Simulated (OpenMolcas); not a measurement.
# Lines of W3+: computed and rescaled rates

* Program: OpenMolcas
* Method: MS-CASPT2, IPEA 0.25 Eh, imaginary shift 0.1 Eh (closed shells correlated: 5s 5p)
* Basis: ANO-RCC-VTZP [8s7p5d3f2g1h]
* Scalar Hamiltonian: DKH2, point nucleus
* Active space: 3 electrons in 5 orbitals (5d)
* State averaging: 2S+1 = 4 even, 10 roots; 2S+1 = 2 even, 40 roots
* Spin-orbit coupling: RASSI with atomic mean-field integrals over the reference wave functions, term energies averaged over their components

Rates come from the transition moments of the reference wave functions (E1 and E2 in the length form). At fixed line strength A goes as λ^-3 for E1 and M1 and as λ^-5 for E2, so a rate at the computed wavelength can be rescaled to the measured one. Measured vacuum wavelengths follow from level energies in the list in J. Phys. B 45, 035001 (2012). Branching counts decays inside the model space alone, at computed energies, and the table is only a selection of the E2 and M1 lines, drawn from those between levels with measured partners whose computed energy lies within a factor of 1.5 of the measured one.

| Upper | Lower | Type | λ computed (nm) | λ measured (nm) | A computed (s-1) | A rescaled (s-1) | Branching % |
| --- | --- | --- | --- | --- | --- | --- | --- |
| 5d3 2D 5/2(2) | 5d3 4P 5/2 | M1 | 349.8 | 383.2 | 1.22e+01 |  | 22.0 |
| 5d3 2D 5/2(2) | 5d3 2F 5/2 | M1 | 631.4 | 651.5 | 8.73e+00 |  | 15.7 |
| 5d3 2D 5/2(1) | 5d3 4F 7/2 | M1 | 565.7 | 624.2 | 8.72e+00 |  | 65.8 |
| 5d3 2P 1/2 [57 %] | 5d3 4P 1/2 [57 %] | M1 | 1414 | 1517 | 7.05e+00 |  | 90.0 |
| 5d3 2G 7/2 | 5d3 4F 5/2 | M1 | 800.9 | 853 | 6.33e+00 |  | 69.9 |
| 5d3 2D 5/2(2) | 5d3 2F 7/2 | M1 | 631.3 | 672.3 | 4.87e+00 |  | 8.8 |
| 5d3 2F 7/2 | 5d3 4F 9/2 [74 %] | M1 | 471 | 522 | 3.38e+00 |  | 42.5 |
| 5d3 2D 5/2(2) | 5d3 4F 9/2 [74 %] | E2 | 269.7 | 293.9 | 2.98e+00 |  | 5.4 |
| 5d3 2G 7/2 | 5d3 4F 7/2 | M1 | 1090 | 1174 | 2.70e+00 |  | 29.8 |
| 5d3 2F 7/2 | 5d3 2G 7/2 | M1 | 680.8 | 760.4 | 2.43e+00 |  | 30.6 |
| 5d3 2D 5/2(2) | 5d3 4F 7/2 | M1 | 251.9 | 273.7 | 2.43e+00 |  | 4.4 |
| 5d3 2F 5/2 | 5d3 4F 3/2 | M1 | 324.5 | 357.9 | 2.26e+00 |  | 32.4 |
| 5d3 4F 5/2 | 5d3 4F 3/2 | M1 | 2747 | 2827 | 1.88e+00 | 1.72e+00 | 100.0 |
| 5d3 2D 5/2(1) | 5d3 4F 5/2 | M1 | 476.4 | 520.1 | 1.54e+00 |  | 11.7 |
| 5d3 2F 5/2 | 5d3 2G 7/2 | M1 | 680.7 | 788.8 | 1.43e+00 |  | 20.4 |
| 5d3 4F 7/2 | 5d3 4F 5/2 | M1 | 3019 | 3118 | 1.40e+00 | 1.27e+00 | 100.0 |
| 5d3 2F 5/2 | 5d3 4P 5/2 | M1 | 784.4 | 930.4 | 1.30e+00 |  | 18.6 |
| 5d3 2H 11/2 | 5d3 4F 9/2 [74 %] | M1 | 716.7 | 771.2 | 1.28e+00 |  | 43.3 |
| 5d3 2F 7/2 | 5d3 4F 5/2 | M1 | 368 | 402 | 1.06e+00 |  | 13.4 |
| 5d3 2D 5/2(1) | 5d3 4P 5/2 | M1 | 1524 | 1793 | 7.41e-01 |  | 5.6 |
| 5d3 4P 1/2 [57 %] | 5d3 4F 3/2 | M1 | 810.6 | 849.4 | 7.16e-01 |  | 78.1 |
| 5d3 4P 5/2 | 5d3 4F 7/2 | M1 | 899.6 | 957.4 | 4.76e-01 |  | 10.8 |
| 5d3 4P 5/2 | 5d3 4F 5/2 | M1 | 693.1 | 732.5 | 4.33e-01 |  | 9.9 |
| 5d3 4F 9/2 [74 %] | 5d3 4F 7/2 | M1 | 3801 | 3981 | 4.08e-01 | 3.55e-01 | 100.0 |
| 5d3 4P 1/2 [57 %] | 5d3 4F 3/2 | E2 | 810.6 | 849.4 | 7.44e-02 | 5.89e-02 | 8.1 |

Spin-changing lines and M1 lines between different terms are not rescaled, since their strength hangs on the term gaps too.

The largest correction is for 5d3 4P 1/2 [57 %] → 5d3 4F 3/2 (E2): 7.44e-02 × (810.6 / 849.4)^5 = 5.89e-02 s-1, a factor of 0.79.

The computed rate and branching of 5d3 4F 5/2 → 5d3 4F 3/2 give the upper level a radiative lifetime of 1.000 / 1.88e+00 s-1 = 5.32e-01 s, counting decays inside the model space alone. The rescaled rate gives about 5.8e-01 s.

The computed order of these levels differs from the measured one in 1 place, and where term gaps are wrong the rates of spin-changing lines can be off by large factors.

These are rates of the free ion; in crystals, glasses and complexes forced electric-dipole and non-radiative decay shorten such lifetimes by orders of magnitude. No measured rate stands beside these. Rescaling mends the energy factor alone: line strengths can still be far off where a level mixes with configurations outside the active space, and weak or spin-changing lines hang on small mixing coefficients that depend on the term gaps too, so rescaling need not improve them.

CASPT2 does not keep the components of a term degenerate, so their means are used; among the terms shown or strongly mixed into the levels shown the widest spread is 590 cm-1 (5d3 2P). The CASPT2 spread within a term exceeds the gap to the next term for 5d3 4P and 5d3 2G, 5d3 2G and 5d3 2P, 5d3 2D(1) and 5d3 2H, so the order of their levels is uncertain. Computed and measured levels are paired by configuration, term and J; levels that our copy of the source lacks, or whose pairing is in doubt (as where it misses far off the trend of its configuration), stay unpaired. Levels of configurations outside the active space are missing.

A share in square brackets marks a mixed level and gives the weight of the term that names it. A number in round brackets counts repeated terms of one configuration in the order of the reference energies.
